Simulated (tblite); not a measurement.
C₈H₇F.
Structure used (GFN2-xTB), in Å, numbered top down from 1:
```
atom  x, y, z in Å
C1     2.2735    1.3951    1.4821
C2     2.0041    0.3590    0.9436
C3     1.6605   -0.8716    0.2952
C4     1.4959   -0.9154   -1.1920
F5     2.1634   -0.9286   -2.3326
C6     0.3753   -0.9581   -0.5460
C7    -1.0922   -0.9566   -0.4409
C8    -1.5498    0.3567    0.1317
C9    -2.3609    1.1890   -0.4904
H10    2.5188    2.2963    1.9595
H11    2.0089   -1.7566    0.8267
H12   -1.3999   -1.7666    0.2295
H13   -1.5338   -1.1222   -1.4259
H14   -1.1451    0.5962    1.1057
H15   -2.7643    0.9681   -1.4655
H16   -2.6620    2.1243   -0.0506
```

Computed values, GFN2-xTB/tblite, gas phase, harmonic and unscaled. This tight-binding method is rough: wavenumbers can miss measured ones by several per cent, in bad cases by 10 to 20. One conformer, not necessarily the lowest.

Harmonic wavenumbers (cm⁻¹): 26.4, 48.8, 86.3, 124.4, 183.9, 218.1, 299.6, 350.9, 381.0, 409.0, 499.5, 535.0, 618.2, 650.0, 668.5, 713.6, 819.4, 896.3, 917.1, 939.8, 979.1, 990.2, 1021.6, 1103.5, 1163.4, 1199.4, 1235.3, 1258.7, 1295.2, 1304.4, 1411.2, 1439.3, 1719.1, 2005.8, 2278.3, 2928.5, 2953.2, 2978.6, 3069.3, 3098.2, 3127.8, 3395.2.

A = 1873, B = 1197, C = 854.4 MHz; mass 122.053 u (most abundant isotopes); point group C1, symmetry number 1.

Question: What is the zero-point energy?

Answer: ½Σν̃ = 25671 cm⁻¹ = 73.40 kcal/mol.

Question: Give the ideal-gas entropy at 200 K and 1 bar in the rigid-rotor, harmonic-oscillator model (classical rotation).

Answer: Translation 38.35, rotation 28.32, vibration 20.84: S = 87.5 cal/(mol K).

Question: And Cp and H(200 K) − H(0)?

Answer: Cp = 27.66 cal/(mol K), of which vibrations give 19.71 (their classical limit is 42 R = 83.5); H(200 K) − H(0) = 3.68 kcal/mol without the zero-point energy, 2.09 from vibrations.

Question: What must be added to the electronic energy to get the Gibbs energy at 200 K and 1 bar?

Answer: ZPE + [H(200 K) − H(0)] − T·S = 73.40 + 3.68 − 17.50 = 59.58 kcal/mol.

Question: How do the functions run with temperature in this model?

Answer: 
```tsv
T (K)	S (cal/(mol K))	Cp (cal/(mol K))	H − H(0) (kcal/mol)	G − H(0) (kcal/mol)	ln q(vib)
100	71.8	18.6	1.36	-5.82	2.51
300	100.4	36.7	6.90	-23.24	7.80
500	122.9	51.5	15.81	-45.63	12.71
800	150.3	65.1	33.49	-86.78	19.49
1000	165.5	70.9	47.11	-118.40	23.59
```

q(vib) and H(0) count from the zero-point level.

Question: Blend soft modes into free rotors: weight 1/[1 + (100 cm⁻¹/ν̃)⁴] for the oscillator and the rest for a rotor with moment μB/(μ + B), μ = h/(8π²ν), B = 10⁻⁴⁴ kg m². What vibrational entropy results?

Answer: 18.30 cal/(mol K) in place of 20.84, which changes −T·S at 200 K by +0.51 kcal/mol.

Question: Which modes carry the vibrational entropy at 200 K?

Answer: 26.4 cm⁻¹: 5.29; 48.8 cm⁻¹: 4.08; 86.3 cm⁻¹: 2.97; 124.4 cm⁻¹: 2.27; 183.9 cm⁻¹: 1.57; 218.1 cm⁻¹: 1.28 cal/(mol K); the other 36 give 3.38 together.

Hindered rotation and anharmonicity are outside this model. Other conformers, if any are populated, would add a mixing term that is left out. The structure is chiral; the term R ln 2 for an equal mix with its mirror image is left out.
